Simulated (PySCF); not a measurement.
# Bond curve of KSe

Set-up: K def2-TZVPP, Se def2-TZVPP; no relativity (PySCF 2.14). Energies in eV from K + Se in their ground configurations at the same level. State: ²Π (doublet), unpaired electrons π ↑.

All columns are PBE0. A positive dipole means K(−)Se(+).

```tsv
R (Å)	E (eV)	μ (D)	Mulliken charge on K (basis-dependent)	HOMO (eV)	LUMO (eV)	Mayer bond order	⟨S²⟩
2.557	-1.989	-8.75	0.67	-4.86	-2.48	0.64	0.75
2.676	-2.266	-9.22	0.68	-4.73	-2.36	0.62	0.75
2.795	-2.415	-9.69	0.68	-4.61	-2.24	0.61	0.75
2.884	-2.467	-10.04	0.68	-4.53	-2.16	0.61	0.75
2.973	-2.481	-10.39	0.68	-4.45	-2.08	0.60	0.75
3.062	-2.466	-10.74	0.68	-4.38	-2.00	0.60	0.75
3.181	-2.413	-11.21	0.68	-4.29	-1.91	0.60	0.75
3.330	-2.312	-11.79	0.68	-4.18	-1.80	0.60	0.76
3.508	-2.162	-12.47	0.67	-4.06	-1.79	0.60	0.76
3.746	-1.939	-13.36	0.67	-3.92	-1.94	0.60	0.76
```

A fit through these points gives, at Re = 2.967 Å, μ = -10.37 D and dμ/dR = -3.92 D/Å; the reduced mass is 26.19 u.

Question: How strong is the fundamental in the double-harmonic approximation, I = 42.26·(dμ/dR)²/μred km/mol?

Answer: I = 42.26·(-3.92)²/26.19 = 24.8 km/mol at PBE0.

Spin–orbit coupling is left out. The state is the lowest determinant that a PBE0 search found; another state may lie lower at other levels.
